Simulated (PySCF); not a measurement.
Polarisability and C₆ of V²⁺ (vanadium, charge +2)

[Ar] 3d3, high-spin 4F determinant. All numbers are calculated (PySCF 2.14, the spin-free X2C one-electron Hamiltonian (Gaussian nucleus), in aug-cc-pVDZ-DK (7s6p4d2f, 59 functions)). Coupled (time-dependent) response in atomic units; α is the mean over directions. A double-zeta set is small for polarisabilities.

```tsv
method	mean α (bohr³)	C₆ (like pair)	S(−4)
M06-2X	4.167	11.94	12.01
```

S(−4) is the Cauchy moment in α(ω) = α(0) + S(−4) ω² + …

α(iu) at M06-2X:

```csv
u (hartree),α(iu) (bohr³)
0,4.167
0.0500,4.137
0.100,4.053
0.200,3.774
0.300,3.442
0.500,2.850
0.750,2.312
1.00,1.923
1.50,1.388
2.00,1.032
3.00,0.6124
5.00,0.2716
```

A single London oscillator, α(iu) = α/(1 + u²/ω²), gives C₆ = (3/4) ω α². Matching the computed C₆ needs ω = 4 × 11.94 / (3 × 4.167²) = 0.917 hartree.

For an ion, C₆ is the dispersion term alone; charge-induced terms of lower order in 1/R come first.
